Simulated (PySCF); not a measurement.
F$_{6}$Te, charge +1, doublet, at a GFN2-xTB geometry (a state made from the parent by changing its charge; the spin is typed, not shown lowest) (core potentials on Te); B3LYP/def2-SVP run with PySCF.

Here is a job for PySCF.
```python
from pyscf import gto, scf, dft

mol = gto.Mole()
mol.atom = '''
    F    -0.458021   -1.306832   -1.302697
    Te    0.000000   -0.000000   -0.000000
    F     1.838138   -0.205662   -0.439964
    F     0.161499   -1.365469    1.313022
    F    -0.161499    1.365469   -1.313022
    F     0.458021    1.306832    1.302697
    F    -1.838138    0.205662    0.439964
'''
mol.basis = 'def2-svp'
mol.ecp = {'Te': 'def2-svp'}
mol.charge = 1
mol.spin = 1
mol.verbose = 4
mol.build()

mf = dft.UKS(mol)
mf.xc = 'b3lyp'
mf.kernel()
```

**Question.** Write the output that PySCF gives for this input, abridged.

**Answer.** 
```
PySCF version 2.14.0

[INPUT] verbose = 4
[INPUT] num. atoms = 7
[INPUT] num. electrons = 77
[INPUT] charge = 1
[INPUT] spin (= nelec alpha-beta = 2S) = 1
[INPUT] symmetry False subgroup None
[INPUT] Mole.unit = angstrom
[INPUT] Symbol           X                Y                Z      unit          X                Y                Z       unit  Magmom
[INPUT]  1 F     -0.458021000000  -1.306832000000  -1.302697000000 AA   -0.865534249299  -2.469554570818  -2.461740553293 Bohr   0.0
[INPUT]  2 Te     0.000000000000   0.000000000000   0.000000000000 AA    0.000000000000   0.000000000000   0.000000000000 Bohr   0.0
[INPUT]  3 F      1.838138000000  -0.205662000000  -0.439964000000 AA    3.473577399156  -0.388644854230  -0.831411464668 Bohr   0.0
[INPUT]  4 F      0.161499000000  -1.365469000000   1.313022000000 AA    0.305188879391  -2.580362441584   2.481251975529 Bohr   0.0
[INPUT]  5 F     -0.161499000000   1.365469000000  -1.313022000000 AA   -0.305188879391   2.580362441584  -2.481251975529 Bohr   0.0
[INPUT]  6 F      0.458021000000   1.306832000000   1.302697000000 AA    0.865534249299   2.469554570818   2.461740553293 Bohr   0.0
[INPUT]  7 F     -1.838138000000   0.205662000000   0.439964000000 AA   -3.473577399156   0.388644854230   0.831411464668 Bohr   0.0

nuclear repulsion = 585.844807774557
number of shells = 46
number of NR pGTOs = 205
number of NR cGTOs = 110
basis = def2-svp
ecp = {'Te': 'def2-svp'}

******** <class 'pyscf.dft.uks.UKS'> ********
method = UKS
initial guess = minao
damping factor = 0
level_shift factor = 0
DIIS = <class 'pyscf.scf.diis.CDIIS'>
diis_start_cycle = 1
diis_space = 8
diis_damp = 0
SCF conv_tol = 1e-09
SCF conv_tol_grad = None
SCF max_cycles = 50
direct_scf = True
direct_scf_tol = 1e-13
number electrons alpha = 39  beta = 38
XC library pyscf.dft.libxc version 7.1.2
    S. Lehtola, C. Steigemann, M. J. T. Oliveira, and M. A. L. Marques,  SoftwareX 7, 1–5 (2018)
XC functionals = b3lyp
    P. J. Stephens, F. J. Devlin, C. F. Chabalowski, and M. J. Frisch,  J. Phys. Chem. 98, 11623 (1994)
radial grids:
    Treutler-Ahlrichs [JCP 102, 346 (1995); DOI:10.1063/1.469408] (M4) radial grids

becke partition: Becke, JCP 88, 2547 (1988); DOI:10.1063/1.454033
pruning grids: <function nwchem_prune>
grids dens level: 3
symmetrized grids: False
atomic radii adjust function: <function treutler_atomic_radii_adjust>
small_rho_cutoff = 0
Set gradient conv threshold to 3.16228e-05
tot grids = 107536
init E= -839.044894012144

cycle= 1 E= -864.946810897866  delta_E= -25.9  |g|= 1.88  |ddm|= 5.92

cycle= 2 E= -864.724367957206  delta_E= 0.222  |g|= 1.91  |ddm|= 4.28
cycle= 3 E= -865.72565531597  delta_E=   -1  |g|= 0.982  |ddm|= 2.29
cycle= 4 E= -865.844247868127  delta_E= -0.119  |g|= 0.742  |ddm|= 1.29
cycle= 5 E= -866.026946724676  delta_E= -0.183  |g|= 0.342  |ddm|= 1.08
cycle= 6 E= -866.062238447824  delta_E= -0.0353  |g|= 0.184  |ddm|= 0.236
cycle= 7 E= -866.069927590201  delta_E= -0.00769  |g|= 0.123  |ddm|= 0.141
cycle= 8 E= -866.076686531584  delta_E= -0.00676  |g|= 0.0181  |ddm|= 0.121
cycle= 9 E= -866.076948512733  delta_E= -0.000262  |g|= 0.00604  |ddm|= 0.036
cycle= 10 E= -866.077023394525  delta_E= -7.49e-05  |g|= 0.00415  |ddm|= 0.0249
cycle= 11 E= -866.077080390338  delta_E= -5.7e-05  |g|= 0.00608  |ddm|= 0.0288
cycle= 12 E= -866.077163586731  delta_E= -8.32e-05  |g|= 0.00709  |ddm|= 0.0418
cycle= 13 E= -866.077217714037  delta_E= -5.41e-05  |g|= 0.00641  |ddm|= 0.0243
cycle= 14 E= -866.077383683535  delta_E= -0.000166  |g|= 0.00759  |ddm|= 0.0863
cycle= 15 E= -866.077521179018  delta_E= -0.000137  |g|= 0.00713  |ddm|= 0.0769
cycle= 16 E= -866.077606324884  delta_E= -8.51e-05  |g|= 0.00806  |ddm|= 0.0649
cycle= 17 E= -866.077393883692  delta_E= 0.000212  |g|= 0.00699  |ddm|= 0.138
cycle= 18 E= -866.077421448942  delta_E= -2.76e-05  |g|= 0.00367  |ddm|= 0.0115
cycle= 19 E= -866.077598708393  delta_E= -0.000177  |g|= 0.00458  |ddm|= 0.108
cycle= 20 E= -866.077605770192  delta_E= -7.06e-06  |g|= 0.0038  |ddm|= 0.00431
cycle= 21 E= -866.077692891578  delta_E= -8.71e-05  |g|= 0.0034  |ddm|= 0.0689
cycle= 22 E= -866.077754430787  delta_E= -6.15e-05  |g|= 0.00236  |ddm|= 0.0755
cycle= 23 E= -866.077744543481  delta_E= 9.89e-06  |g|= 0.00212  |ddm|= 0.0204
cycle= 24 E= -866.077749699701  delta_E= -5.16e-06  |g|= 0.00236  |ddm|= 0.00767
cycle= 25 E= -866.077755514765  delta_E= -5.82e-06  |g|= 0.00235  |ddm|= 0.00656
cycle= 26 E= -866.077764531884  delta_E= -9.02e-06  |g|= 0.00259  |ddm|= 0.011
cycle= 27 E= -866.077805943003  delta_E= -4.14e-05  |g|= 0.00138  |ddm|= 0.0621
cycle= 28 E= -866.07780018143  delta_E= 5.76e-06  |g|= 0.00126  |ddm|= 0.0152
cycle= 29 E= -866.077807732907  delta_E= -7.55e-06  |g|= 0.00135  |ddm|= 0.0237
cycle= 30 E= -866.077809614402  delta_E= -1.88e-06  |g|= 0.0014  |ddm|= 0.0108
cycle= 31 E= -866.077790611768  delta_E= 1.9e-05  |g|= 0.00132  |ddm|= 0.0275
cycle= 32 E= -866.07779906055  delta_E= -8.45e-06  |g|= 0.00127  |ddm|= 0.0138
cycle= 33 E= -866.077795896271  delta_E= 3.16e-06  |g|= 0.00128  |ddm|= 0.00406
cycle= 34 E= -866.077784072049  delta_E= 1.18e-05  |g|= 0.0014  |ddm|= 0.0165
cycle= 35 E= -866.077804279577  delta_E= -2.02e-05  |g|= 0.00125  |ddm|= 0.0283
cycle= 36 E= -866.077779517219  delta_E= 2.48e-05  |g|= 0.00105  |ddm|= 0.0317
cycle= 37 E= -866.077805104641  delta_E= -2.56e-05  |g|= 0.00116  |ddm|= 0.0341
cycle= 38 E= -866.077782832323  delta_E= 2.23e-05  |g|= 0.0012  |ddm|= 0.0281
cycle= 39 E= -866.077790453044  delta_E= -7.62e-06  |g|= 0.00101  |ddm|= 0.0196
cycle= 40 E= -866.077713610602  delta_E= 7.68e-05  |g|= 0.00454  |ddm|= 0.0957
cycle= 41 E= -866.077717119485  delta_E= -3.51e-06  |g|= 0.00402  |ddm|= 0.00525
cycle= 42 E= -866.077681427475  delta_E= 3.57e-05  |g|= 0.00693  |ddm|= 0.0386
cycle= 43 E= -866.077694264633  delta_E= -1.28e-05  |g|= 0.00617  |ddm|= 0.0163
cycle= 44 E= -866.077670831584  delta_E= 2.34e-05  |g|= 0.00872  |ddm|= 0.0126
cycle= 45 E= -866.077481231487  delta_E= 0.00019  |g|= 0.021  |ddm|= 0.0665
cycle= 46 E= -866.077701364567  delta_E= -0.00022  |g|= 0.003  |ddm|= 0.0682
cycle= 47 E= -866.077696298963  delta_E= 5.07e-06  |g|= 0.00383  |ddm|= 0.00523
cycle= 48 E= -866.077720067434  delta_E= -2.38e-05  |g|= 0.000992  |ddm|= 0.0327
cycle= 49 E= -866.077717450918  delta_E= 2.62e-06  |g|= 0.000943  |ddm|= 0.00488
cycle= 50 E= -866.077718679796  delta_E= -1.23e-06  |g|= 0.000946  |ddm|= 0.00274
SCF not converged.
SCF energy = -866.077718679796 after 50 cycles  <S^2> = 0.75369177  2S+1 = 2.0036884
```

Convergence was not reached.
